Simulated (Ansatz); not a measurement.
Cost and result up the ladder for `C[Si](C)(C)O[Si](C)(C)O[Si](C)(C)O[Si](C)(C)O[Si](C)(C)O[Si](C)(C)C` (67 atoms). The state is a singlet with charge 0. Geometry: PBE-D4/def2-SVP.

```xyz
67

C    -0.454   -2.895   -2.608
Si   -1.999   -3.343   -1.625
C    -3.555   -2.742   -2.506
C    -2.088   -5.207   -1.328
O    -1.895   -2.549   -0.144
Si   -2.148   -2.437    1.504
C    -3.854   -1.731    1.831
C    -1.882   -4.112    2.311
O    -1.023   -1.351    2.109
Si    0.494   -0.760    1.679
C     1.529   -2.113    0.895
C     1.259   -0.060    3.239
O     0.303    0.461    0.538
Si   -0.899    1.559    0.088
C    -2.013    0.760   -1.194
C    -1.833    2.134    1.608
O    -0.137    2.883   -0.590
Si    1.090    3.261   -1.678
C     0.571    4.806   -2.601
C     1.397    1.789   -2.813
O     2.488    3.625   -0.838
Si    3.397    3.092    0.483
C     2.411    3.384    2.063
C     4.982    4.109    0.483
C     3.773    1.255    0.261
H     0.457   -3.325   -2.142
H    -0.324   -1.794   -2.653
H    -0.515   -3.278   -3.648
H    -3.510   -1.647   -2.678
H    -4.462   -2.956   -1.903
H    -3.677   -3.239   -3.491
H    -2.999   -5.483   -0.757
H    -1.206   -5.562   -0.755
H    -2.113   -5.762   -2.290
H    -3.972   -0.754    1.321
H    -4.018   -1.572    2.917
H    -4.648   -2.411    1.458
H    -1.975   -4.039    3.414
H    -2.621   -4.858    1.952
H    -0.868   -4.497    2.078
H     1.024   -2.487   -0.018
H     2.531   -1.736    0.609
H     1.666   -2.964    1.594
H     2.253    0.382    3.028
H     0.615    0.732    3.669
H     1.384   -0.854    4.003
H    -2.482   -0.159   -0.792
H    -1.420    0.467   -2.085
H    -2.807    1.461   -1.523
H    -2.655    2.828    1.339
H    -2.264    1.265    2.145
H    -1.152    2.667    2.303
H     1.374    5.148   -3.287
H    -0.346    4.626   -3.199
H     0.359    5.625   -1.883
H     2.269    1.968   -3.474
H     1.598    0.875   -2.215
H     0.515    1.590   -3.457
H     2.991    3.098    2.965
H     2.129    4.453    2.159
H     1.480    2.783    2.047
H     5.641    3.822    1.329
H     5.549    3.960   -0.459
H     4.757    5.192    0.576
H     4.358    0.849    1.113
H     4.351    1.075   -0.668
H     2.819    0.693    0.193
```

Ansatz on 2 threads of AMD EPYC 7R13 on a shared host and a share (18 GiB) of an NVIDIA H100 80GB HBM3. Times are rough, and most runs start from the orbitals of an earlier one. No level here is sound enough to serve as a yardstick. Binding counts from free atoms at the same level (C triplet, Si triplet, O triplet, H doublet; other spins of the atoms weren't run), without zero-point energy or a counterpoise term.

B3LYP takes the VWN-RPA correlation. Correlated methods freeze 49 core orbitals. The rows differ in basis, and correlated rows in double-zeta sets carry the largest basis error. Single mean-field runs in def2-SVP, def2-TZVP are fitted with def2-universal-jkfit.

Correlated methods converge slowly with the basis, most of all in double-zeta sets.

```tsv
level	functions	wall time
HF/6-31G	333	9.5 s
HF/def2-SVP	584	11 s
PBE-D4/def2-SVP	584	12 s
B3LYP-D4/6-31G	333	12 s
r2SCANh-D4/def2-SVP	584	13 s
MP2/def2-SVP	584	13 s
PBE0-D4/def2-SVP (with forces)	584	14 s
PBE-D4/def2-TZVP	1063	15 s
PBE0-D4/def2-TZVP	1063	16 s
r2SCAN-D4/def2-SVP (with forces)	584	16 s
ωB97M-V/def2-SVP	584	17 s
```

(1) Estimate what each level gives for the binding energy per atom (eV).

Results:

(1) 
| level | binding energy per atom (eV) |
| --- | --- |
| HF/6-31G | 2.92 |
| HF/def2-SVP | 3.19 |
| PBE-D4/def2-SVP | 4.25 |
| B3LYP-D4/6-31G | 4.00 |
| r2SCANh-D4/def2-SVP | 4.19 |
| MP2/def2-SVP | 4.02 |
| PBE0-D4/def2-SVP (with forces) | 4.21 |
| PBE-D4/def2-TZVP | 4.25 |
| PBE0-D4/def2-TZVP | 4.20 |
| r2SCAN-D4/def2-SVP (with forces) | 4.21 |
| ωB97M-V/def2-SVP | 4.25 |
